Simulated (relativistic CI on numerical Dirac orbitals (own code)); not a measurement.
# Radial parameters of Sm⁶⁰⁺

Computed by Dirac-Coulomb-Breit CI, orbitals from a KLI potential per configuration, model QED (radiative potential, 1s self-energy scaled to tabulated hydrogen-like ionisation energies), unscaled Slater integrals (own radial code, finite nucleus).

Slater integrals F^k, G^k are unscaled and averaged over j, outside the closed core (none); ζ comes from projecting the Hamiltonian with its Breit term on Σ l·s of the shell.

- 1s2s: G^0(1s,2s) = 362840 cm⁻¹; <r>(1s) = 0.02249, <r^2>(1s) = 0.0006876, <r>(2s) = 0.09026, <r^2>(2s) = 0.009623 (bohr units).
- 1s2p: G^1(1s,2p) = 660460, ζ(2p) = 3.891e+06 cm⁻¹; <r>(1s) = 0.02249, <r^2>(1s) = 0.0006876, <r>(2p) = 0.07815, <r^2>(2p) = 0.007402 (bohr units).
- 1s3s: G^0(1s,3s) = 94456 cm⁻¹; <r>(1s) = 0.02247, <r^2>(1s) = 0.0006865, <r>(3s) = 0.2075, <r^2>(3s) = 0.04921 (bohr units).

Averages of the first 10 configurations, taken without configuration mixing, which lowers the lowest level and can move excited configurations by several eV; other configurations of the list can lie among them:

```json
{"Configuration": "1s²", "Parity": "even", "States": "1", "Average energy above the lowest level (eV)": "0.2"}
{"Configuration": "1s2s", "Parity": "even", "States": "4", "Average energy above the lowest level (eV)": "40353.2"}
{"Configuration": "1s2p", "Parity": "odd", "States": "12", "Average energy above the lowest level (eV)": "40905.4"}
{"Configuration": "1s3s", "Parity": "even", "States": "4", "Average energy above the lowest level (eV)": "48022.2"}
{"Configuration": "1s3p", "Parity": "odd", "States": "12", "Average energy above the lowest level (eV)": "48184.7"}
{"Configuration": "1s3d", "Parity": "even", "States": "20", "Average energy above the lowest level (eV)": "48300.7"}
{"Configuration": "1s4s", "Parity": "even", "States": "4", "Average energy above the lowest level (eV)": "50667.9"}
{"Configuration": "1s4p", "Parity": "odd", "States": "12", "Average energy above the lowest level (eV)": "50735.9"}
{"Configuration": "1s4d", "Parity": "even", "States": "20", "Average energy above the lowest level (eV)": "50784.8"}
{"Configuration": "1s4f", "Parity": "odd", "States": "28", "Average energy above the lowest level (eV)": "50803.3"}
```
